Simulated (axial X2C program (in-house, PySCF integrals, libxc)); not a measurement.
# Spin–orbit effects down a group: molecules with Be, PBE0

Calculated with an axial X2C code built on PySCF integrals, spin-free (one-electron X2C) or two-component (2c: spin–orbit coupling with atomic mean-field Coulomb and Gaunt terms, which also bring small scalar terms), in Dyall basis sets with cores contracted in-house; open shells are unrestricted.

Basis sets: Be dyall-cv3z, C dyall-v3z, Ge dyall-cv3z, Pb dyall-cv3z, Sn dyall-cv3z.

| molecule | spin-free state | Re (Å) | ωe (cm⁻¹) | De (eV) | 2c state | Re 2c (Å) | ωe 2c (cm⁻¹) | De 2c (eV) |
| --- | --- | --- | --- | --- | --- | --- | --- | --- |
| BeC | M_S = 1, Λ = 0 | 1.665 | 930.7 | 2.62 | Ω = 1 | 1.665 | 930.7 | 2.62 |
| BeGe | ? | ? | ? | ? | ? | ? | ? | ? |
| BeSn | M_S = 1, Λ = 0 | 2.347 | 448.8 | 1.29 | Ω = 1 | 2.353 | 442.3 | n/a |
| BePb | M_S = 1, Λ = 0 | 2.394 | 418.6 | 1.18 | Ω = 0 | 2.528 | 298.5 | 0.57 |

Problem. Estimate the 2c Re and ωe of BeGe as the mean of its neighbours in the table.

Solution. Re ≈ 2.009 Å, ωe ≈ 686.5 cm⁻¹. The PBE0 runs give the row below, so the estimate misses by -0.152 Å and 178.6 cm⁻¹.

```
molecule  spin-free state  Re (Å)  ωe (cm⁻¹)  De (eV)  2c state  Re 2c (Å)  ωe 2c (cm⁻¹)  De 2c (eV)
    BeGe   M_S = 1, Λ = 0   2.160      509.3     1.51     Ω = 1      2.161         507.9         n/a
```

Each entry is the lowest single determinant of a limited PBE0 search at one distance. De goes to single-determinant-based atoms at the same level (for ions the charge split of lowest energy) and is withheld (n/a) where an atom does not fit its ground term or J level. Main or longest-lived isotopes. One determinant is a doubtful description, or other states lie close, for BeC, BeGe, BeSn, BePb; these need not be ground states, and all values refer to the states named. Some open-shell Ω = 0 determinants are out of reach, so the Ω given for BeC, BeGe, BeSn need not be the lowest component. With several unpaired electrons the Ω given is that of one determinant, not necessarily of the lowest component. Some light 2c atoms are not at their ground J level, so De misses part of their lowering (0.04 eV or less). The functionals have no current term, which raises determinants with orbital currents.
